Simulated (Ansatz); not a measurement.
Reaction (redistribution): `O1[SiH2][SiH2][SiH2]1` + `CB(O)CN` → `C[SiH]1[SiH2]O[SiH2]1` + `NCBO`

Program: Ansatz. Geometries: PBE0-D4/def2-TZVP. ΔE: electronic, gas phase. CCSD(T)/CBS is the MP2 limit (def2-TZVPP, def2-QZVPP) plus CCSD(T) − MP2 in def2-TZVPP, frozen cores. This one scheme is used for every species. Functionals use def2-TZVPP. One conformer a species, not always the lowest.

`O1[SiH2][SiH2][SiH2]1`:

Cartesian coordinates in Å:
```
O 0.723 0.352 -1.288
Si -0.685 1.069 -0.736
Si -0.656 -0.319 1.167
Si 1.205 -0.816 -0.190
H -1.789 0.877 -1.714
H -0.485 2.528 -0.529
H -1.719 -1.350 1.289
H -0.402 0.318 2.485
H 2.555 -0.503 0.350
H 1.252 -2.155 -0.835
```

`CB(O)CN`:

Z-matrix (Å, degrees):
```
C
B 1 1.564
H 1 1.091 2 112.9
H 1 1.094 2 110.5 3 123.0
H 1 1.097 2 110.2 3 -120.6
O 2 1.364 1 117.8 3 6.8
C 2 1.583 1 123.1 3 -174.1
H 6 0.961 2 113.5 1 179.5
N 7 1.456 2 114.4 1 4.5
H 7 1.100 2 107.0 1 124.4
H 7 1.107 2 107.6 1 -123.3
H 9 1.012 7 110.8 2 -53.4
H 9 1.012 7 111.5 2 -172.6
```

`C[SiH]1[SiH2]O[SiH2]1`:

Cartesian coordinates in Å:
```
C -0.830 0.705 1.856
Si -0.779 -0.235 0.233
Si 0.141 0.777 -1.689
O 1.372 -0.358 -1.711
Si 1.179 -1.387 -0.403
H -1.651 1.425 1.858
H 0.103 1.248 2.018
H -0.976 0.019 2.693
H -2.047 -0.982 0.000
H -0.630 0.731 -2.961
H 0.700 2.149 -1.538
H 1.064 -2.797 -0.865
H 2.354 -1.295 0.509
```

`NCBO`:

```xyz
10

N    -1.219   -0.145    0.188
C    -0.080    0.509   -0.471
B     1.270   -0.128    0.052
O     1.185   -0.953    1.110
H    -1.515   -0.958   -0.337
H    -2.021    0.465    0.257
H    -0.059    1.565   -0.170
H    -0.148    0.529   -1.567
H     2.347    0.105   -0.419
H     0.240   -0.990    1.356
```

Q: Is it downhill or uphill in electronic energy at CCSD(T)/CBS, and by how much? (Estimate.)

A: Ansatz gave: Downhill: ΔE = -5.7 kJ/mol.

Q: What do these levels give: ωB97X-V, ωB97M-V, HF/def2-TZVPP, MP2/def2-TZVPP, CCSD/def2-TZVPP, MP2/CBS(def2)? (Best estimate.)

A: The calculation gave: ωB97X-V -5.1, ωB97M-V -5.8, HF/def2-TZVPP 3.4, MP2/def2-TZVPP -7.9, CCSD/def2-TZVPP -2.9, MP2/CBS(def2) -8.5 kJ/mol.

Largest T1 diagnostic among the species: 0.014.

In def2-TZVPP, CCSD(T) changes the Hartree–Fock value by −8.5 kJ/mol (the triples alone add −2.2 kJ/mol) and MP2 by −11.3 kJ/mol.
